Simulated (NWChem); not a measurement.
# MnO, sextet; SMILES [O]=[Mn]

Results from NWChem. Spin-unrestricted. Structure relaxed at the PBE0-D3(BJ)/def2-TZVP, spin-unrestricted level. No stability test was run on the SCF state. B3LYP is NWChem's, with the RPA form of VWN correlation. Vertical excitations in the gas phase; the lowest state need not have the same character in each row. Excited states of an open shell can be spin-contaminated.

```csv
level,lowest excitation (eV),oscillator strength of that lowest state,lowest state with f > 0.02 (eV),oscillator strength of that bright state,"lowest empty minus highest occupied level, either spin (eV)"
"PBE/def2-SVPD, TDA",1.59,0.004,2.60,0.060,1.65
"B3LYP/def2-SVPD, TDA",1.61,0.003,(withheld),0.074,(withheld)
"LRC-wPBEh/def2-SVPD, TDA",1.61,0.004,2.35,0.080,7.23
"CAM-B3LYP/def2-SVPD, TDA",1.63,0.004,2.33,0.077,5.52
```

Question: What belongs in the gaps?

Answer: 
- B3LYP/def2-SVPD, TDA, lowest state with f > 0.02 (eV): 2.48
- B3LYP/def2-SVPD, TDA, lowest empty minus highest occupied level, either spin (eV): 3.27
